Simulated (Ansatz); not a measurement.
2-chloro-3-fluorobuta-1,3-diene (C4H4ClF), SMILES C=C(F)C(=C)Cl.

The structure is a stationary point at r2SCAN-D4/def2-SVP. The values are those of a single conformer.

Two levels are set side by side: PBE/def2-SVPD (Ansatz, a quantum-chemistry and plane-wave program) and CAM-B3LYP/def2-SVPD (Ansatz). Energy differences of separate SCF runs at the same geometry; the states with an electron removed or added have multiplicity 2 and 2. Differences are taken from unrounded values.

| quantity | CAM-B3LYP | PBE | PBE minus CAM-B3LYP |
|---|---|---|---|
| vertical ionisation energy (eV) | 9.38 | 9.14 | -0.25 |
| vertical singlet–triplet gap (eV) | 3.24 | 3.11 | -0.14 |
